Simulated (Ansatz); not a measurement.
Cl3STa, SMILES `[S]=[Ta]([Cl])([Cl])[Cl]`. The species carries charge 0 and has multiplicity 1. Ta takes the def2 core potential. Geometry: relaxed with PBE0-D4/def2-TZVP.

```xyz
5

S     0.403    1.264    1.678
Ta    0.000    0.001    0.001
Cl    1.980   -0.727   -0.838
Cl   -1.257   -1.751    0.711
Cl   -1.127    1.214   -1.552
```

Q: What is the dipole moment at B3LYP/def2-TZVPP? (Best estimate.)

A: Ansatz gave: 1.22 D, with components (-0.23, -0.72, -0.95) D in this frame, pointing from negative to positive charge.

Q: And with PBE, r2SCAN, ωB97M-V? (Best estimate.)

A: Ansatz gave: PBE 1.23 D, r2SCAN 1.29 D, ωB97M-V 1.25 D.

Q: Give the Mulliken charges with B3LYP, ωB97M-V, PBE in def2-TZVPP. (Estimate.)

A: Ansatz gave: 
| atom | B3LYP | ωB97M-V | PBE |
| --- | --- | --- | --- |
| S1 | -0.17 | -0.13 | -0.14 |
| Ta2 | 0.70 | 0.59 | 0.58 |
| Cl3 | -0.18 | -0.15 | -0.15 |
| Cl4 | -0.18 | -0.15 | -0.15 |
| Cl5 | -0.18 | -0.15 | -0.15 |

B3LYP here is the variant with VWN-RPA as its local correlation; programs differ in this.
